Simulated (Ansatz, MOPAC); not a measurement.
Molecule: MgH, charge 0, multiplicity 2. SMILES: [MgH]

Atoms: Mg1, H2. Bonds: Mg1-H2.

Bond lengths (Å) and angles (degrees) optimised at PM6 with MOPAC; HF/3-21G with Ansatz (a quantum-chemistry and plane-wave program); B3LYP/LANL2DZ with Ansatz; MP2/6-31G* with Ansatz, each started from the B3LYP-D3(BJ)/def2-TZVP structure (Ansatz) of the last column. A row stands for all coordinates that are equal there. 6-31G* holds six Cartesian d functions.

| coordinate | PM6 | HF/3-21G | B3LYP/LANL2DZ | MP2/6-31G* | B3LYP-D3(BJ)/def2-TZVP |
|---|---|---|---|---|---|
| Mg1-H2 | 1.716 | 1.759 | 1.747 | 1.751 | 1.743 |

Mean signed difference of all 1 bond lengths from B3LYP-D3(BJ)/def2-TZVP: PM6 -0.027 Å, HF/3-21G 0.016 Å, B3LYP/LANL2DZ 0.004 Å, MP2/6-31G* 0.008 Å.
